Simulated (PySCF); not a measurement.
**Relaxation of triplet RuO(OH)₂**

Method: PySCF, UPBE0, basis Ru def2-SVP with ECP28, O def2-SVP, H def2-SVP (scalar-relativistic core potentials, no spin–orbit coupling, density fitting). A (50,194) grid was used.

A hand-made T-shaped (ligand arrangement 1) (heavy-atom frame) start, of C2 symmetry, held to at least that symmetry:

```xyz
6
charge 0 multiplicity 3, angstrom
Ru    0.0000    0.0000   -0.1950
O     0.0000    0.0000    1.5150
O     1.8789    0.0000   -0.1294
O    -1.8789    0.0000   -0.1294
H     2.4956   -0.7354   -0.1079
H    -2.4956    0.7354   -0.1079
```

Optimiser trace:
```tsv
step	E − E(last) (kJ/mol)	largest gradient (Eh/bohr)
0	191.12	0.10639
1	111.28	0.03891
2	62.09	0.02891
3	35.58	0.01749
4	15.35	0.01217
5	6.55	0.01236
6	3.69	0.00605
7	2.10	0.00612
8	0.89	0.00512
9	0.22	0.00474
10	0.07	0.00219
11	0.00	0.00032
12	0.00	0.00022
```

It ends at C2 with O–H 0.967 Å (×2), Ru–O 1.660 Å, Ru–O 1.858 Å (×2); H–O–Ru 117.3° (×2), O–Ru–O 119.3°, O–Ru–O 120.3° (×2) (after a last refinement on a finer grid). A frequency run shows a minimum. Other isomers or separated fragments may lie lower.

Other spin states or occupations of the open shell can lie lower.

The relaxation took about 100 core-seconds on a shared host.
